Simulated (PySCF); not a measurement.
Orbital picture of BeAs

UHF at R = 2.174 Å; Be jorge-DZP-DKH, As jorge-DZP-DKH; spin-free X2C with a Gaussian nucleus (PySCF 2.14). State: ⁴Σ⁻ (quartet), unpaired electrons σ ↑, π ↑↑. Only the outer orbitals are listed, counted within each symmetry.

| spin | orbital | occ. | ε (eV) | on Be (%) | main shells (%) |
| --- | --- | --- | --- | --- | --- |
| α | 8σ | 1 | -22.14 | 10 | 90 As s |
| α | 9σ | 1 | -11.19 | 47 | 48 As p, 45 Be s |
| α | 4π | 1 | -9.66 | 9 | 91 As p |
| α | 4π | 1 | -9.66 | 9 | 91 As p |
| α | 10σ | 1 | -8.14 | 78 | 45 Be p, 33 Be s, 21 As p |
| α | 5π | 0 | 1.48 | 94 | 94 Be p |
| α | 5π | 0 | 1.48 | 94 | 94 Be p |
| β | 8σ | 1 | -17.62 | 24 | 77 As s, 12 Be s, 10 Be p |
| β | 9σ | 1 | -9.32 | 36 | 54 As p, 27 Be s, 10 As s |
| β | 4π | 0 | 0.43 | 50 | 50 As p, 49 Be p |
| β | 4π | 0 | 0.43 | 50 | 50 As p, 49 Be p |
| β | 10σ | 0 | 1.39 | 91 | 62 Be s, 28 Be p, 9 As p |

Q: Which are the highest filled and the lowest empty level, where do they sit, and how wide is the gap?

A: Highest filled α 10σ at -8.14 eV (in %: 45 Be p, 33 Be s, 21 As p); lowest empty β 4π at 0.43 eV (in %: 50 As p, 49 Be p); the gap at UHF is 8.57 eV. An empty level above zero is unbound, and its energy depends on the basis.

- bond order (Mayer): 1.31
- ⟨S²⟩: 3.762
- charge on Be (Mulliken, basis-dependent): -0.13
- charge on Be (Löwdin, basis-dependent): -0.36
- dipole moment (positive dipole means Be(−)As(+)): -0.68 D
- polarisability along the bond: 59.5 bohr³
- polarisability across the bond: 41.4 bohr³

Spin–orbit coupling is left out. The state was picked by a PBE0 search and need not be the measured ground state.
